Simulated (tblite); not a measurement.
Compound: C₄H₉PSeSi.
SMILES with atom numbers: `[CH2:1]=[CH:2][C@@H:3]1[C@H:4]([SiH3:5])[P@@H:6]1=[Se:7]` (hydrogens: H8, H9 on C1; H10 on C2; H11 on C3; H12 on C4; H13, H14, H15 on Si5; H16 on P6)

Computed with GFN2-xTB (tblite), gas phase: L-BFGS steps from a force-field or distance-geometry start until the largest atomic force falls under 0.01 eV/Å.

Step 76: E = -558.6727 eV
```
atom  x, y, z in Å  |  force x, y, z in eV/Å
C1     -2.0457   -0.8743    1.4277   -0.006   0.063  -0.004
C2     -0.9828   -0.2478    0.9464   -0.014  -0.024   0.026
C3     -0.8219    0.1295   -0.4600   -0.025  -0.025   0.024
C4      0.5645    0.0320   -1.1389   -0.010   0.010   0.046
Si5     2.0569   -0.7069   -0.2234    0.052  -0.024  -0.003
P6      0.0265    1.7313   -0.7717    0.017   0.008  -0.019
Se7     0.8260    3.0131    0.6626   -0.015  -0.011  -0.028
H8     -2.8695   -1.1645    0.7954    0.024  -0.018  -0.008
H9     -2.1434   -1.1055    2.4738    0.024  -0.011  -0.012
H10    -0.1746    0.0521    1.6030    0.003   0.002  -0.001
H11    -1.6684   -0.1336   -1.0882   -0.015   0.017  -0.022
H12     0.4939   -0.2338   -2.1903    0.015   0.003   0.036
H13     2.8183    0.3442    0.4461   -0.039  -0.005   0.009
H14     1.5632   -1.6983    0.7315    0.002  -0.016  -0.026
H15     2.8682   -1.3375   -1.2655   -0.003   0.002  -0.004
H16    -0.5187    2.2089   -1.9600   -0.010   0.030  -0.015
```

Step 77: E = -558.6734 eV
```
atom  x, y, z in Å  |  force x, y, z in eV/Å
C1     -2.0439   -0.8753    1.4258    0.027   0.061  -0.004
C2     -0.9814   -0.2444    0.9489   -0.036  -0.022   0.042
C3     -0.8200    0.1310   -0.4575   -0.025   0.006   0.013
C4      0.5649    0.0340   -1.1379    0.002  -0.002   0.041
Si5     2.0568   -0.7080   -0.2241    0.047  -0.035  -0.002
P6      0.0272    1.7337   -0.7742    0.000   0.003  -0.015
Se7     0.8260    3.0177    0.6582   -0.011  -0.009  -0.026
H8     -2.8626   -1.1728    0.7906    0.019  -0.017  -0.014
H9     -2.1427   -1.1075    2.4711    0.012  -0.012   0.009
H10    -0.1797    0.0634    1.6102    0.002  -0.008  -0.020
H11    -1.6671   -0.1330   -1.0845   -0.014   0.014  -0.024
H12     0.4922   -0.2348   -2.1882    0.017   0.004   0.028
H13     2.8187    0.3367    0.4535   -0.033   0.005   0.004
H14     1.5616   -1.7022    0.7269   -0.005  -0.019  -0.021
H15     2.8646   -1.3396   -1.2684    0.002   0.009  -0.002
H16    -0.5222    2.2101   -1.9618   -0.004   0.022  -0.008
```

Task: Estimate the geometry and energy of step 78. (The exact step hangs on the optimiser's Hessian estimate; all steps are aligned on step 77, rigid shifts and turns removed.)

Result: E = -558.6739 eV, largest force 0.051 eV/Å
```
atom  x, y, z in Å  |  force x, y, z in eV/Å
C1     -2.0472   -0.8710    1.4257    0.013   0.031  -0.015
C2     -0.9808   -0.2448    0.9517   -0.036  -0.004   0.035
C3     -0.8186    0.1287   -0.4547   -0.018   0.039   0.002
C4      0.5650    0.0326   -1.1363    0.019  -0.019   0.028
Si5     2.0605   -0.7076   -0.2262    0.032  -0.040  -0.003
P6      0.0278    1.7322   -0.7760   -0.019   0.000  -0.012
Se7     0.8274    3.0174    0.6542   -0.006   0.000  -0.017
H8     -2.8643   -1.1693    0.7877    0.037  -0.004   0.002
H9     -2.1472   -1.1039    2.4700   -0.001  -0.015   0.032
H10    -0.1808    0.0633    1.6156   -0.001  -0.016  -0.034
H11    -1.6668   -0.1336   -1.0811   -0.007   0.008  -0.021
H12     0.4906   -0.2388   -2.1857    0.017   0.003   0.019
H13     2.8155    0.3348    0.4615   -0.026   0.012   0.002
H14     1.5669   -1.7090    0.7179   -0.007  -0.022  -0.018
H15     2.8709   -1.3307   -1.2739    0.001   0.014   0.002
H16    -0.5266    2.2087   -1.9617    0.002   0.014  -0.003
```

The energy changes by -0.0006 eV. The first-order estimate −F·Δx gives -0.0008 eV and the mean of the old and new forces, exact on a quadratic surface, -0.0006 eV. The step makes an angle of 78° with the force vector and moves no atom by more than 0.012 Å.

Run on one thread, Arm Neoverse V1, shared host.
